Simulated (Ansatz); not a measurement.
A series at B: from `BrB(Br)Br`, ligands are replaced one by one, each step taking up H₂ and setting free HBr; n counts the steps. Ansatz, PBE0-D4/def2-TZVP geometries.

CBS adds triple-zeta CCSD(T) − MP2 to the MP2 limit, frozen cores; atoms without spin–orbit coupling. Outer-core shells of Br are correlated without core-valence functions. Scalar relativity is left out up to krypton. Spin–orbit coupling is left out.

```
n     molecule  atomization energy, CCSD(T)/CBS (kJ/mol)
0  `BrB(Br)Br`                                    1177.2
1      `BrBBr`                                    1192.0
2        `BBr`                                    1190.6
3          BH₃                                         ?
```

Question: By hand: fit a straight line y = ȳ + b (n − n̄) to the 3 given rows and predict n = 3.

Answer: n̄ = 1.000, ȳ = 1186.60; Σ(n − n̄)(y − ȳ) = 13.40, Σ(n − n̄)² = 2.000, so b = 6.70 kJ/mol a step. Prediction: 1186.60 + (6.70) × (2.000) = 1200.0 kJ/mol.

Question: By hand: compare with the computed value, 1175.4 kJ/mol, and give the steps along the whole series.

Answer: The line misses by -24.6 kJ/mol (computed minus predicted). Steps: 14.8, -1.4, -15.2 kJ/mol.

The steps change sign along the series, so a line is a poor guide. The miss is 148.2 % of the series' range. The energies themselves are unsure by some kJ/mol a bond, though much of that is common to the series.
